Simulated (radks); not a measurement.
Values are calculated unless marked as measured or tabulated.
All-electron atom: the praseodymium ion Pr2+ in [Xe] 4f3. Level of theory: scalar-relativistic Kohn-Sham, PBEsol, spin-polarised, spherical densities, point nucleus; open shells are filled with parallel spins first (spin-orbit coupling, left out, can overturn this in heavy ions) (a radial shooting solver on a logarithmic mesh with Libxc functionals).

Unscreened Slater integrals over Kohn-Sham orbitals (cm^-1). They are taken over the spin-up orbitals.

F0(4f,4f): 183780
F2(4f,4f): 83496
F4(4f,4f): 51651
F6(4f,4f): 36955
F0(4f,5p): 131050
F2(4f,5p): 49769
G2(4f,5p): 30758
G4(4f,5p): 22796
F0(4f,5s): 145990
G3(4f,5s): 33278
F0(4f,4d): 218160
F2(4f,4d): 100190
F4(4f,4d): 63027
G1(4f,4d): 117720
G3(4f,4d): 72865
G5(4f,4d): 51230
F0(5p,5p): 113410
F2(5p,5p): 61166
F0(5p,5s): 121280
G1(5p,5s): 81076
F0(5p,4d): 141940
F2(5p,4d): 39944
G1(5p,4d): 11328
G3(5p,4d): 10971
F0(5s,5s): 131570
F0(5s,4d): 161030
G2(5s,4d): 17669
F0(4d,4d): 271600
F2(4d,4d): 138090
F4(4d,4d): 92270

Derived for the open shells (J is the average intra-shell exchange parameter used in DFT+U). 4f: F4/F2 = 0.619, F6/F2 = 0.443, J = (286 F2 + 195 F4 + 250 F6)/6435 = 6712 cm^-1.
